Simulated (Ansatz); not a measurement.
Species: cyclobuten-1-yloxysilane, C4H8OSi, charge 0, multiplicity 1. 
Geometry from a B3LYP-D3(BJ)/def2-TZVP (Ansatz, a quantum-chemistry and plane-wave program) optimisation:
```xyz
14

Si     2.1469    -0.1226     0.1047
O      0.7797     0.5672    -0.5374
C     -0.4959     0.2519    -0.2330
C     -1.6723     0.7248    -0.6528
C     -2.4552    -0.2313     0.2317
C     -1.0663    -0.7780     0.7165
H      3.2743     0.5595    -0.5556
H      2.1800    -1.5765    -0.1754
H      2.1980     0.0840     1.5703
H     -1.9676     1.4920    -1.3529
H     -3.0508     0.2293     1.0224
H     -3.0657    -0.9718    -0.2888
H     -0.8547    -0.6200     1.7762
H     -0.8696    -1.8218     0.4631
```
Charge 0, spin multiplicity 1.

Basis-set convergence of Hartree-Fock and CCSD correlation energies (hartree) with Ansatz. Cores are frozen in the correlated levels unless marked. Spin-orbit coupling is left out. No relativistic terms.

| basis | functions | E(HF) | E(corr, CCSD) |
|---|---|---|---|
| cc-pV(D+d)Z | 133 | -519.91624 | -0.88127 |
| cc-pV(T+d)Z | 301 | -520.00002 | -1.05841 |
| cc-pV(Q+d)Z | 579 | -520.01990 | -1.11546 |

Extrapolating the two largest sets (X = 3 and 4) as X^-3: E(corr) = (64·(-1.11546) - 27·(-1.05841))/37 = -1.1571 Eh, an estimate of the basis-set limit. The largest set recovers 96.4 % of it, the smallest 76.2 %.
